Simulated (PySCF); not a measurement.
HgH₂ at several levels of theory

All levels use the PBE0 minimum (singlet; Hg–H 1.649 Å (×2); H–Hg–H 180.0°), basis [Hg def2-TZVP with ECP60, H def2-TZVP], scalar-relativistic core potentials, density fitting, no spin–orbit coupling, PySCF. For vertical energies the ionised species is a doublet (spins chosen at PBE0 and kept). Atomisation goes to high-spin ground-configuration atoms, without zero-point energy. Open shells are unrestricted, also as the reference of the correlated levels. A dash marks a value that was not computed or is not defined at that level.

| level | atomisation (kJ/mol) | vertical IP (eV) | −ε(HOMO) (eV) | gap (eV) |
| --- | --- | --- | --- | --- |
| PBE0 | 358 | 10.60 | 8.09 | 7.31 |
| CCSD(T) | ? | ? | – | – |
| HF | 252 | 9.84 | 10.81 | 11.99 |
| PBE | 352 | 10.53 | 6.97 | 5.54 |
| r2SCAN | 375 | 10.58 | 7.25 | 6.23 |
| B3LYP | 359 | 10.69 | 7.94 | 6.86 |
| TPSSh | ? | ? | ? | ? |
| MP2 | 309 | 10.53 | – | – |
| TPSS | 382 | 10.52 | 7.14 | 5.87 |
| BHandHLYP | 361 | 10.61 | 9.16 | 8.87 |

Task: Fill in the row of CCSD(T).

Result: atomisation (kJ/mol) 340, vertical IP (eV) 10.55.

Task: Fill in the row of TPSSh.

Result: atomisation (kJ/mol) 384, vertical IP (eV) 10.55, −ε(HOMO) (eV) 7.57, gap (eV) 6.55.

For HgH₂ itself CCSD(T) correlates 22 electrons; T1 = 0.016, D1 = 0.065, (T) = -28 kJ/mol.

No spin–orbit coupling is included, which matters more the heavier the element.
